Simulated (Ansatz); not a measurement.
Correlation energies of C3H6OSn (`C#[C][SnH2][O]C`) by basis set

```tsv
atom	x (Å)	y (Å)	z (Å)
C1	-1.9476	0.9074	-1.8132
C2	-0.8367	0.5686	-1.4859
Sn3	1.0751	-0.0230	-0.9088
O4	1.1576	0.1926	1.0374
C5	0.1828	-0.4273	1.8382
H6	-2.9288	1.2094	-2.1015
H7	1.2804	-1.6717	-1.2874
H8	2.2610	1.0250	-1.5126
H9	0.3752	-0.1555	2.8801
H10	0.2164	-1.5239	1.7668
H11	-0.8355	-0.1015	1.5869
```

Total charge 0; spin multiplicity 1. Correlated methods include outer-core shells of Sn, which these sets cover unevenly. Sn takes the def2 core potential. The geometry is a stationary point of PBE0-D4/def2-TZVP. It is one conformer, not always the lowest. Frozen core, restricted reference, the Gaussian-basis code of Ansatz.

| basis | HF (Eh) | MP2 corr. |
| --- | --- | --- |
| def2-SVP | -405.06830 | -0.69077 |
| def2-TZVPP | -405.31019 | -1.04275 |
| def2-QZVPP | -405.32124 | -1.30441 |

Q: Estimate the CCSD correlation energy and the (T) correction in each basis where they were run (hartree).

A: 
```tsv
basis	CCSD corr.	(T)
def2-SVP	-0.73606	-0.02480
def2-TZVPP	-1.06573	-0.04323
```
